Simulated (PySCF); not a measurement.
Electric field gradients and quadrupole coupling constants

Species: C3H3F3SSi.
Geometry (GFN2-xTB, Å), atoms numbered from 1 in this order:
```
atom  x, y, z in Å
F1    -3.0183    1.0493    0.2932
C2    -2.4029    0.1205   -0.4542
F3    -2.5017    0.5207   -1.7326
F4    -3.1258   -1.0066   -0.3456
C5    -1.0172   -0.0809   -0.0496
C6     0.1214   -0.2671    0.2921
Si7    1.9019   -0.4852    0.7872
S8     2.9846    1.2097    0.0375
H9     2.3809   -1.7072    0.1551
H10    2.0150   -0.4018    2.2308
H11    2.6678    1.0513   -1.2399
```

Field gradients from the PBE0/pcSseg-1 density (PySCF, non-relativistic), principal values in atomic units, ordered |Vxx| ≤ |Vyy| ≤ |Vzz|:

```
atom     Vxx     Vyy      Vzz
  S8  0.3210  1.8511  -2.1721
```

Problem. Find the asymmetry η = (Vxx − Vyy)/Vzz and the couplings χ = eQV/h (234.96 MHz × Q in barn × V in au), with Q(33S) = −0.0678 b.

Solution. 
| atom | environment | nucleus | η | χzz (MHz) | χxx (MHz) | χyy (MHz) |
| --- | --- | --- | --- | --- | --- | --- |
| S8 | sulfur bonded to Si and H | 33S | 0.70 | 34.60 | -5.11 | -29.49 |

The tensor is traceless: Vxx + Vyy + Vzz = 0.

Problem. What is Vzz at S8 in SI units (1 au = 9.71736 × 10²¹ V/m²)?

Solution. -2.1721 au = -21.107 × 10²¹ V/m².

Problem. And the gradient at the other heavy atoms, for which no coupling is worked out here?

Solution. 
| atom | environment | Vzz (au) | η |
| --- | --- | --- | --- |
| F1 | fluorine of a CF3 group | 2.989 | 0.04 |
| C2 | CF3 carbon | -0.301 | 0.01 |
| F3 | fluorine of a CF3 group | 2.987 | 0.03 |
| F4 | fluorine of a CF3 group | 2.989 | 0.03 |
| C5 | alkyne carbon | -0.236 | 0.08 |
| C6 | alkyne carbon | -0.377 | 0.01 |
| Si7 | SiH2 silicon | -0.563 | 0.72 |

Problem. What couplings would deuterons (Q(2H) = 0.00286 b) have in place of the hydrogens, at this geometry?

Solution. 
```tsv
atom	bonded to	bond length (Å)	Vzz (au)	η	χzz (kHz)
H9	Si7	1.457	0.1631	0.01	110
H10	Si7	1.450	0.1680	0.02	113
H11	S8	1.326	0.2560	0.13	172
```

The structure is a single GFN2-xTB conformer in the gas phase; no vibrational or solvent corrections. GFN2-xTB bond lengths can be off by several hundredths of an ångström, more for odd bonds, and the gradients follow them. With a basis this small, the couplings can be 20 % off.
